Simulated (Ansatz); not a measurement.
A nudged elastic band was laid between two geometries of C2H10ClNSi2 (16 atoms, charge 0, multiplicity 1).

The calculation used RKS PBE0-D4/6-31G* in Ansatz.

```yaml
movable_images: 5
climbing_image: yes
spring: 5.0 eV/Å²
optimiser: quadratic models (default)
start_path: IDPP
force_threshold: 0.05 eV/Å
iteration_limit: 38
end_points: relaxed
```

Initial state:

```xyz
16
Properties=species:S:1:pos:R:3
C -0.338 -1.210 1.481
Si 0.024 -0.438 -0.184
Si 2.275 -0.581 -0.811
Cl -1.077 -1.490 -1.631
C -0.612 1.342 -0.248
N -2.040 1.349 0.051
H -0.151 -2.288 1.479
H -1.387 -1.027 1.735
H 0.288 -0.752 2.256
H 2.730 -2.000 -0.825
H 3.122 0.173 0.160
H 2.486 0.005 -2.166
H -0.320 1.824 -1.198
H -0.084 1.884 0.550
H -2.548 0.884 -0.696
H -2.390 2.302 0.090
```

Final state:

```xyz
16
Properties=species:S:1:pos:R:3
C -0.408 -1.062 1.469
Si 0.021 -0.369 -0.224
Si 2.280 -0.673 -0.756
Cl -1.108 -1.454 -1.621
C -0.566 1.432 -0.381
N -2.000 1.640 -0.179
H -0.187 -2.132 1.524
H -1.473 -0.929 1.689
H 0.171 -0.555 2.250
H 2.658 -2.114 -0.697
H 3.130 0.074 0.219
H 2.571 -0.153 -2.122
H -0.294 1.822 -1.369
H -0.016 2.052 0.341
H -2.526 1.078 -0.845
H -2.277 1.320 0.745
```

(1) What changes between the two ends?

(2) Give the energies along the band, and the barrier.

(3) What is the geometry of the highest image?

(4) What are the harmonic wavenumbers there?

Answers

(1) No bond is made or broken. The height of N6 over the plane of its neighbours goes from -0.39 to 0.39 Å.

(2) It converged. The highest image is number 3 of 0 to 6, 22.5 kJ/mol above the first end and 21.5 kJ/mol above the last; the last end lies 1.0 kJ/mol above the first. A vibrational analysis at the climbing image gives one clearly imaginary mode, 695i cm⁻¹: a first-order saddle point.

```json
{"image": "0", "path coordinate (Å)": "0.00", "energy (kJ/mol)": "0.0", "height of N6 over the plane of its neighbours (Å)": "-0.39"}
{"image": "1", "path coordinate (Å)": "0.31", "energy (kJ/mol)": "1.0", "height of N6 over the plane of its neighbours (Å)": "-0.38"}
{"image": "2", "path coordinate (Å)": "0.61", "energy (kJ/mol)": "7.3", "height of N6 over the plane of its neighbours (Å)": "-0.29"}
{"image": "3", "path coordinate (Å)": "0.92", "energy (kJ/mol)": "22.5", "height of N6 over the plane of its neighbours (Å)": "0.01"}
{"image": "4", "path coordinate (Å)": "1.22", "energy (kJ/mol)": "8.2", "height of N6 over the plane of its neighbours (Å)": "0.31"}
{"image": "5", "path coordinate (Å)": "1.53", "energy (kJ/mol)": "2.4", "height of N6 over the plane of its neighbours (Å)": "0.38"}
{"image": "6", "path coordinate (Å)": "1.83", "energy (kJ/mol)": "1.0", "height of N6 over the plane of its neighbours (Å)": "0.39"}
```

(3) 
```xyz
16
Properties=species:S:1:pos:R:3
C -0.394 -1.089 1.480
Si 0.043 -0.407 -0.210
Si 2.306 -0.680 -0.750
Cl -1.048 -1.509 -1.627
C -0.575 1.384 -0.375
N -1.997 1.442 -0.197
H -0.244 -2.171 1.528
H -1.445 -0.870 1.693
H 0.223 -0.621 2.257
H 2.708 -2.115 -0.692
H 3.158 0.079 0.215
H 2.585 -0.161 -2.120
H -0.234 1.836 -1.322
H -0.093 1.967 0.421
H -2.606 0.921 -0.801
H -2.409 1.972 0.546
```

(4) 695i, 83, 93, 95, 117, 150, 167, 190, 196, 247, 297, 432, 493, 507, 520, 671, 689, 788, 815, 841, 884, 938, 939, 1035, 1158, 1305, 1316, 1328, 1477, 1484, 1487, 1659, 2233, 2251, 2259, 3002, 3073, 3097, 3161, 3178, 3695, 3823 cm⁻¹.

Time of the run: 3.2 min on 2 threads of Intel(R) Xeon(R) Platinum 8259CL CPU @ 2.50GHz (Skylake/Cascade Lake), on a shared host, peak memory 0.37 GiB.
